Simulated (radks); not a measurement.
Results of a calculation; reference values are marked as such.
Valence configurations of Sb+ (all share [Kr]). Level of theory: scalar-relativistic Kohn-Sham, r2SCAN, spin-polarised, spherical densities, finite nucleus; open shells are filled with parallel spins first (spin-orbit coupling, left out, can overturn this in heavy ions); meta-GGA in the generalised Kohn-Sham scheme; Fermi nuclear charge, rms radius 4.6802 fm (a radial shooting solver on a logarithmic mesh with Libxc functionals). Energies are relative to 4d10 5s2 5p2; eigenvalues in eV for spin up.

valence           E (eV)  moment (Bohr magnetons)    e(4d)    e(5p)    e(5s)
4d10 5s2 5p2       0.000                        2  -42.922  -12.940  -21.883
4d10 5s1.5 5p2.5   3.104                        3  -43.548  -13.554  -22.654
4d10 5s1 5p3       5.556                        4  -44.102  -14.054  -23.298
4d9 5s2 5p3       31.565                        4  -49.779  -14.810  -24.575
4d9 5s1.5 5p3.5   36.378                        4  -50.506  -15.144  -25.054
4d7 5s1.5 5p5.5   116.98                        4  -64.413  -17.511  -28.906
4d6.5 5s1.5 5p6   139.31                        4  -67.846  -18.062  -29.799

NIST lists [Kr] 4d10 5s2 5p2 as the ground configuration; this level of theory agrees among the configurations tried. The energies are those of spherical high-spin densities, not of single terms.
